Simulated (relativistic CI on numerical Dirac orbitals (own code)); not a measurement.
# Hg3+ (5d9) in a crystal field

Calculated by Dirac-Coulomb-Breit CI, KLI orbitals optimised for each configuration, model QED (radiative potential, 1s self-energy scaled to tabulated hydrogen-like ionisation energies), valence Slater integrals scaled by 0.8, one configuration in a parametric crystal field (own radial code).

Field parameters in Wybourne normalisation: Td as Oh with Dq negative (B⁴₀ = 21Dq, B⁴₄ = √(5/14) B⁴₀). The field is a parameter set, without covalency.

S is read from ⟨S²⟩ = S(S + 1).

Levels (cm⁻¹, degeneracy): 0 (2), 4609 (4), 21245 (4).

**Question.** Which field gives this pattern?
A. Td, 10Dq = -10950 cm⁻¹
B. Td, 10Dq = -18400 cm⁻¹
C. Td, 10Dq = -16050 cm⁻¹
D. Td, 10Dq = -11200 cm⁻¹

**Answer.** A. Td, 10Dq = -10950 cm⁻¹, ground level with S = 0.50.
